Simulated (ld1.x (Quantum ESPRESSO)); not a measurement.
## Transferability test, RRKJ potential for molybdenum

molybdenum, norm-conserving RRKJ (Kleinman–Bylander form), made with ld1.x (Quantum ESPRESSO) 7.5 (PBE, scalar-relativistic). Core [Ar] 3d10, reference 4s2 4p6 4d4 5s0 5p0 (charge +2). Waves: 4p (bound): rc 1.55 bohr; 4d (bound): rc 2.45 bohr; 4s (bound): rc 1.25 bohr. Local part: the s channel. Core correction: a·sin(br)/r model core, default radius (core density twice the valence density). rho0 = 0.02.

Energies are relative to the spin-unpolarised reference configuration 4s2 4p6 4d4 5s0 5p0; without spin polarisation the order of configurations can differ from experiment.

(1) Give the all-electron excitation energy and the error of the potential for: 4s2 4p6 4d5 5s1 5p0; 4s2 4p6 4d5 5s0 5p0; 4s2 4p6 4d3 5s0 5p0; 4s1 4p6 4d5 5s1 5p0; 4s2 4p6 4d6 5s0 5p0; 4s2 4p6 4d5.5 5s0.5 5p0; 4s2 4p6 4d2 5s0 5p0.

Answers

(1)

| valence configuration | charge | ΔE all-electron (eV) | error AE − PS (meV) |
| --- | --- | --- | --- |
| 4s2 4p6 4d5 5s1 5p0 | 0 | -22.352 | +77 |
| 4s2 4p6 4d5 5s0 5p0 | +1 | -15.462 | +4.4 |
| 4s2 4p6 4d3 5s0 5p0 | +3 | 26.744 | +31 |
| 4s1 4p6 4d5 5s1 5p0 | +1 | 47.848 | +1.5 |
| 4s2 4p6 4d6 5s0 5p0 | 0 | -21.589 | -1.3 |
| 4s2 4p6 4d5.5 5s0.5 5p0 | 0 | -22.072 | +34 |
| 4s2 4p6 4d2 5s0 5p0 | +4 | 66.248 | +210 |
